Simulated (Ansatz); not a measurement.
Job for Ansatz (an electronic-structure program): U-B3LYP-D3(BJ)/def2-TZVP on C2H5O (SMILES CC[O]).

Ansatz 0.2 input:
```yaml
crystal:
  periodic: [false, false, false]
  atoms:
    - {symbol: C, position_ang: [0.73380000, 0.10100000, 0.01600000]}
    - {symbol: C, position_ang: [-0.79180000, -0.09800000, -0.02360000]}
    - {symbol: O, position_ang: [-1.29930000, 0.93830000, -0.67100000]}
    - {symbol: H, position_ang: [1.20330000, -0.73650000, 0.54520000]}
    - {symbol: H, position_ang: [1.16910000, 0.13680000, -0.99070000]}
    - {symbol: H, position_ang: [1.01390000, 1.02040000, 0.54540000]}
    - {symbol: H, position_ang: [-1.08880000, -0.25800000, 1.02470000]}
    - {symbol: H, position_ang: [-0.94030000, -1.10410000, -0.44600000]}
basis:
  gaussian:
    orbitals: def2-TZVP
hamiltonian:
  xc: b3lyp
  dispersion: d3bj
magnetization: {spin_polarized: true, initial_magnetization: 1}
relax: {f_tol: 0.004, max_steps: 120}
```

Problem. What total energy does the run end on?

Solution. -154.4427 hartree.

Problem. How many basis functions does it have, and what does it roughly cost on one machine?

Solution. 123 functions; around 50 core-seconds (rough).
